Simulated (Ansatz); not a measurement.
Abridged output of a molecular run in Ansatz:

```
Functional definition: HF
1464 factors; integrals over basis functions are off by at most 1.2e-3 eV
mean field evaluation 1: about -22705.4214 eV, gradient 3.8e1 eV
mean field evaluation 2: about -22705.6766 eV, gradient 3.8e1 eV
mean field evaluation 4: about -22709.3925 eV, gradient 3.6e0 eV
mean field evaluation 8: about -22709.4584 eV, gradient 3.5e-1 eV
mean field -22709.45935067 eV, -834.5572381126 hartree, gradient 8.7e-6 eV, S^2 0.000000; 0 other end points of the search recorded, 0 dependent functions left out
13 core orbitals not correlated: weight in the atoms' cores, before any rotation towards them, 1.000 or more for the frozen orbitals, at most 0.000 for the correlated occupied ones
reference -22709.45935067 eV, -834.5572381126 hartree; 14, 14 occupied and 220, 220 virtual orbitals, 1464 factors
second order -21.84621042 eV of doubles, -0.00000000 eV of singles
cycle   1  -22.31362145 eV  change   -4.7e-1 eV  update   1.1e-1
cycle   2  -22.89683604 eV  change   -5.8e-1 eV  update   3.2e-2
cycle   3  -23.02291980 eV  change   -1.3e-1 eV  update   1.6e-2
cycle   4  -23.01238447 eV  change    1.1e-2 eV  update   3.8e-3
cycle   5  -23.01179864 eV  change    5.9e-4 eV  update   1.8e-3
cycle   6  -23.01214487 eV  change   -3.5e-4 eV  update   5.7e-4
cycle   7  -23.01191300 eV  change    2.3e-4 eV  update   2.2e-4
cycle   8  -23.01187248 eV  change    4.1e-5 eV  update   7.8e-5
cycle   9  -23.01189386 eV  change   -2.1e-5 eV  update   3.0e-5
perturbative correction -1.04423579 eV, -0.0383749574 hartree
Total energy: -22733.51548032 eV, -835.4412845714 hartree
```

Its atoms:

Z-matrix (Å, degrees):
```
N
C 1 1.362
H 1 1.005 2 118.5
H 1 1.006 2 116.8 3 147.7
Cl 2 1.741 1 110.7 3 20.4
C 2 1.344 1 127.5 3 -161.9
Al 6 1.912 2 128.6 1 -176.5
H 6 1.092 2 113.1 1 3.0
H 7 1.590 6 116.8 2 -179.8
H 7 1.585 6 123.0 2 -0.0
```

(1) Which basis set was used?
A. def2-QZVPP
B. def2-SVP
C. def2-TZVPPD
D. def2-TZVPP

(2) Write the keys of the input that set method, charge and spin (a neutral closed shell needs none for the last two).

## Answers

(1) D. It gives 247 functions.

(2) 
```yaml
correlation: {method: ccsd_t}
```
